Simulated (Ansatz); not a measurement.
Molecule: WCl₂ (charge 0, quintet). SMILES: [W]([Cl])[Cl]

Atoms: W1, Cl2, Cl3. Bonds: W1-Cl2, W1-Cl3.

Bond lengths (Å) and angles (degrees) optimised at PBE/6-31G* with LANL2DZ past Ar with Ansatz (a first-principles code); B3LYP/LANL2DZ with Ansatz; B3LYP/6-31G* with LANL2DZ past Ar with Ansatz; MP2/6-31G* with LANL2DZ past Ar with Ansatz, each started from the B3LYP-D3(BJ)/def2-TZVP structure (Ansatz) of the last column. A row stands for all coordinates that are equal there. 6-31G* holds six Cartesian d functions. No wavenumbers were computed at PBE/6-31G* with LANL2DZ past Ar, B3LYP/LANL2DZ, MP2/6-31G* with LANL2DZ past Ar, so these may be saddle points.

| coordinate | PBE/6-31G* with LANL2DZ past Ar | B3LYP/LANL2DZ | B3LYP/6-31G* with LANL2DZ past Ar | MP2/6-31G* with LANL2DZ past Ar | B3LYP-D3(BJ)/def2-TZVP |
|---|---|---|---|---|---|
| W1-Cl2 | 2.278 | 2.343 | 2.290 | 2.319 | 2.286 |
| Cl2-W1-Cl3 | 142.4 | 148.2 | 144.2 | 153.6 | 141.1 |

Mean signed difference of all 2 bond lengths from B3LYP-D3(BJ)/def2-TZVP: PBE/6-31G* with LANL2DZ past Ar -0.007 Å, B3LYP/LANL2DZ 0.057 Å, B3LYP/6-31G* with LANL2DZ past Ar 0.004 Å, MP2/6-31G* with LANL2DZ past Ar 0.034 Å.
